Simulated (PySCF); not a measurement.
Job for PySCF: R-HF/STO-3G on HISn (SMILES [SnH][I]), a point of a bond scan (R = 3.724 Å).

```python
from pyscf import gto, scf, dft, mp
from pyscf.data.elements import chemcore

mol = gto.M(
    atom='''
    Sn    0.45232825    0.91499533    0.96539677
    H     0.73028803    2.17687253   -0.26340839
    I    -0.75299499   -1.54102125   -1.56069416
    ''',
    basis='sto-3g',
    charge=0, spin=0, verbose=3, max_memory=1800)
mf = scf.RHF(mol)
mf.conv_tol = 1e-8
mf.max_cycle = 100
mf.kernel()
if not mf.converged:
    mf = mf.newton().run(mf.mo_coeff, mf.mo_occ)
```

Give the final energy of this run.

-12814.4795 hartree.
